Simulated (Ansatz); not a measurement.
A structure drawn as `C[N](C)[Zn][OH]`, with this starting geometry:

Cartesian coordinates in Å:
```
C -0.179 0.650 1.222
N -0.824 -0.089 0.134
C -0.174 -1.362 0.026
Zn -0.613 0.837 -1.624
O 0.480 1.289 -2.225
H -0.749 1.680 1.253
H -0.310 0.160 2.164
H 0.862 0.868 0.955
H 0.963 -1.217 -0.248
H -0.597 -1.951 -0.808
H -0.237 -1.944 0.960
H 1.378 1.080 -1.810
```

The species carries charge 0 and has multiplicity 1.

Q: Does it keep its bonds when Ansatz relaxes it at PBE-D4/def2-SVP and then PBE0-D4/def2-TZVP?

A: Yes, every drawn bond is still there and no new one forms.

Q: Give the relaxed structure. (Estimate.)

A: Ansatz gave: 
```xyz
12

C    -0.494    0.485    1.350
N     0.111    0.101    0.104
C     0.664    1.222   -0.607
Zn   -0.014   -1.553   -0.593
O     0.002   -3.214   -1.208
H    -0.898   -0.380    1.883
H     0.236    0.968    2.019
H    -1.321    1.201    1.211
H    -0.099    1.979   -0.855
H     1.131    0.911   -1.545
H     1.438    1.732   -0.013
H    -0.755   -3.452   -1.746
```
All modes are real.

Atoms count as bonded under 1.1 times the sum of their covalent radii (H–H under 0.85 Å, pairs among N, O and F under 1.55 Å), and a drawn bond as lost past 1.3 times.
